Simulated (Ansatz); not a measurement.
Z-matrix (Å, degrees):
```
C
C 1 1.499
B 1 1.576 2 106.6
H 1 1.092 2 110.2 3 -121.1
H 1 1.096 2 109.8 3 118.9
C 2 1.327 1 125.2 3 105.7
H 2 1.088 1 115.8 3 -71.6
C 3 1.559 1 124.4 2 -101.0
F 3 1.336 1 116.7 2 77.5
H 6 1.086 2 121.6 1 2.7
H 6 1.084 2 121.4 1 -178.0
H 8 1.094 3 111.2 1 40.5
H 8 1.091 3 113.5 1 164.4
H 8 1.098 3 108.7 1 -75.6
```

The species carries charge 0 and has multiplicity 1.

(1) List the B3LYP/def2-TZVPP orbital energies in eV (the Gaussian-basis code of Ansatz). (Estimate.)

Answers

(1) The calculation gave: Occupied: -671.58, -277.16, -276.64, -276.46, -276.21, -184.82, -32.81, -21.72, -19.41, -18.72, -15.29, -14.75, -13.11, -12.66, -12.34, -12.00, -11.49, -10.96, -10.62, -10.15, -9.70, -8.88, -7.05. Lowest empty: -0.65, 0.55, 0.71, 1.64, 1.87, 2.10, 2.66, 2.83.

B3LYP here is the variant with VWN-RPA as its local correlation; programs differ in this.
